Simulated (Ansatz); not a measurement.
C$_{2}$H$_{7}$FInN (`C[NH][In]([CH3])[F]`), 12 atoms. The species carries charge 0 and has multiplicity 1. Correlated methods include outer-core shells of In, which these sets cover unevenly. In: def2 effective core potential. Hardware: A = 2 threads of a server CPU on a shared host; B = 2 threads of an AMD EPYC 7R13 on a shared host and a share of an NVIDIA H100 80 GB. Correlated methods freeze the cores. Open-shell runs search over several starts.

Q: Give the basis size and wall time and peak host memory of each of these runs in Ansatz. RKS SPW92 (LDA)/def2-TZVPP energy [A]; RHF-MP2/def2-QZVPP energy [B]; RKS r2SCAN0-D4/def2-TZVPP energy [A]; RKS PBE0-D4/def2-TZVP relaxation (18 steps) [B]; RKS PBE0-D4/def2-QZVPP energy [B]; RKS ωB97X-V/def2-TZVPP energy [A]; direct RPA on PBE orbitals/def2-TZVPP energy [A]; UKS B2PLYP (frozen core)/def2-TZVPP energy of the cation [A]; UKS r2SCAN-D4/def2-TZVPP energy of the cation [A]; RKS PBE0-D4/def2-SVP energy [A]; RKS ωB97M-V/def2-QZVPP energy [B]; UKS ωB97X-V/def2-TZVPP energy of the cation [A]. (Best estimate.)

A: Computed: Other jobs shared the machine, so times are rough.

| level | job | functions | wall time | peak host memory (GiB) |
| --- | --- | --- | --- | --- |
| RKS SPW92 (LDA)/def2-TZVPP | energy [A] | 272 | 3.1 s | 0.36 |
| RKS PBE0-D4/def2-SVP | energy [A] | 117 | 3.3 s | 0.48 |
| RKS r2SCAN0-D4/def2-TZVPP | energy [A] | 272 | 9.5 s | 0.76 |
| RKS PBE0-D4/def2-QZVPP | energy [B] | 520 | 13 s | 1.1 |
| RKS ωB97M-V/def2-QZVPP | energy [B] | 520 | 13 s | 1.2 |
| RHF-MP2/def2-QZVPP | energy [B] | 520 | 15 s | 1.1 |
| RKS ωB97X-V/def2-TZVPP | energy [A] | 272 | 15 s | 0.89 |
| direct RPA on PBE orbitals/def2-TZVPP | energy [A] | 272 | 18 s | 0.79 |
| UKS r2SCAN-D4/def2-TZVPP | energy of the cation [A] | 272 | 25 s | 0.58 |
| UKS B2PLYP (frozen core)/def2-TZVPP | energy of the cation [A] | 272 | 29 s | 0.99 |
| RKS PBE0-D4/def2-TZVP | relaxation (18 steps) [B] | 216 | 32 s | 0.87 |
| UKS ωB97X-V/def2-TZVPP | energy of the cation [A] | 272 | 36 s | 1.3 |
